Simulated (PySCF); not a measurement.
Isomers of C8H10Si, mass 134.055 u with the commonest isotopes. Theory: PySCF, PBE0-D3(BJ)/def2-SVP geometry optimisation, gas phase. One conformer each, none proved a minimum here; rigid rotors.

Task: Order these by rotational constant B, smallest first.
A. `[CH:1]#[C:2][Si:3]1([CH:4]=[CH2:5])[CH2:6][CH:7]=[CH:8][CH2:9]1` with C2–Si3–C4–C5 -1°
B. `[CH2:1]=[CH:2][C:3]1=[CH:4][SiH2:5][CH:6]=[C:7]1[CH:8]=[CH2:9]` with C1–C2–C3–C4 148°, C6–C7–C8–C9 148°
C. `[cH:1]1[cH:2][cH:3][c:4]([SiH:5]2[CH2:6][CH2:7]2)[cH:8][cH:9]1` with C3–C4–Si5–C6 -158°
D. `[SiH3:1][CH2:2][c:3]1[cH:4][cH:5][c:6]2[c:7]([cH:8]1)[CH2:9]2` with Si1–C2–C3–C4 89°
E. `[CH:1]#[C:2][C:3]1=[CH:4][Si@H:5]([CH2:6][CH3:7])[CH:8]=[CH:9]1` with C4–Si5–C6–C7 67°
F. `[CH3:1][C:2]#[C:3][C:4]#[C:5]/[CH:6]=[CH:7]/[CH2:8][SiH3:9]` with C6–C7–C8–Si9 -103°
G. `[CH:1]#[C:2][C@H:3]([CH3:4])[C:5]1=[CH:6][SiH2:7][CH:8]=[CH:9]1` with C2–C3–C5–C6 14°

Result: F (307.9 MHz), E (769.8 MHz), D (789.9 MHz), C (821.9 MHz), G (889.5 MHz), A (1079 MHz), B (1112 MHz).

Task: Order these by dipole moment, largest first.
A. `[SiH3:1][CH2:2][c:3]1[cH:4][cH:5][c:6]2[c:7]([cH:8]1)[CH2:9]2` with Si1–C2–C3–C4 89°
B. `[CH:1]#[C:2][C@H:3]([CH3:4])[C:5]1=[CH:6][SiH2:7][CH:8]=[CH:9]1` with C2–C3–C5–C6 14°
C. `[CH:1]#[C:2][C:3]1=[CH:4][Si@H:5]([CH2:6][CH3:7])[CH:8]=[CH:9]1` with C4–Si5–C6–C7 67°
D. `[CH:1]#[C:2][Si:3]1([CH:4]=[CH2:5])[CH2:6][CH:7]=[CH:8][CH2:9]1` with C2–Si3–C4–C5 -1°

Result: B (1.00 D), C (0.84 D), A (0.55 D), D (0.38 D).

Task: Order these by out-of-plane moment Σ m c² = (Ia + Ib − Ic)/2, largest first.
A. `[CH:1]#[C:2][C:3]1=[CH:4][Si@H:5]([CH2:6][CH3:7])[CH:8]=[CH:9]1` with C4–Si5–C6–C7 67°
B. `[SiH3:1][CH2:2][c:3]1[cH:4][cH:5][c:6]2[c:7]([cH:8]1)[CH2:9]2` with Si1–C2–C3–C4 89°
C. `[CH:1]#[C:2][Si:3]1([CH:4]=[CH2:5])[CH2:6][CH:7]=[CH:8][CH2:9]1` with C2–Si3–C4–C5 -1°
D. `[CH2:1]=[CH:2][C:3]1=[CH:4][SiH2:5][CH:6]=[C:7]1[CH:8]=[CH2:9]` with C1–C2–C3–C4 148°, C6–C7–C8–C9 148°
E. `[cH:1]1[cH:2][cH:3][c:4]([SiH:5]2[CH2:6][CH2:7]2)[cH:8][cH:9]1` with C3–C4–Si5–C6 -158°
F. `[cH:1]1[cH:2][cH:3][c:4]([C@@H:5]2[CH2:6][SiH2:7]2)[cH:8][cH:9]1` with C3–C4–C5–C6 23°
G. `[CH3:1][C:2]#[C:3][C:4]#[C:5]/[CH:6]=[CH:7]/[CH2:8][SiH3:9]` with C6–C7–C8–Si9 -103°
H. `[CH:1]#[C:2][C@H:3]([CH3:4])[C:5]1=[CH:6][SiH2:7][CH:8]=[CH:9]1` with C2–C3–C5–C6 14°

Result: C (78.73 u·Å²), F (42.44 u·Å²), B (40.86 u·Å²), A (27.27 u·Å²), H (26.43 u·Å²), D (22.10 u·Å²), E (20.80 u·Å²), G (18.77 u·Å²).

```csv
SMILES,point group,Ia (u·Å²),Ib (u·Å²),Ic (u·Å²),κ,μa (D),μb (D),μc (D)
C#CC1=C[Si@H](CC)C=C1,C1,171.31,656.50,773.27,-0.90,0.61,0.05,0.59
C=CC1=C[SiH2]C=C1C=C,C2,222.15,454.30,632.26,-0.58,0.80,0.00,0.00
c1ccc([SiH]2CC2)cc1,near Cs,136.34,614.87,709.61,-0.93,0.75,0.16,0.01
C#C[C@H](C)C1=C[SiH2]C=C1,C1,188.48,568.13,703.75,-0.83,0.39,0.92,0.04
[SiH3]Cc1ccc2c(c1)C2,C1,148.17,639.81,706.25,-0.94,0.01,0.12,0.54
C#C[Si]1(C=C)CC=CC1,–,259.24,468.20,569.99,-0.64,0.36,0.13,0.01
CC#CC#C/C=C/C[SiH3],C1,76.66,1641.11,1680.23,-1.00,0.04,0.20,0.41
c1ccc([C@@H]2C[SiH2]2)cc1,C1,143.03,615.47,673.63,-0.95,0.74,0.12,0.02
```
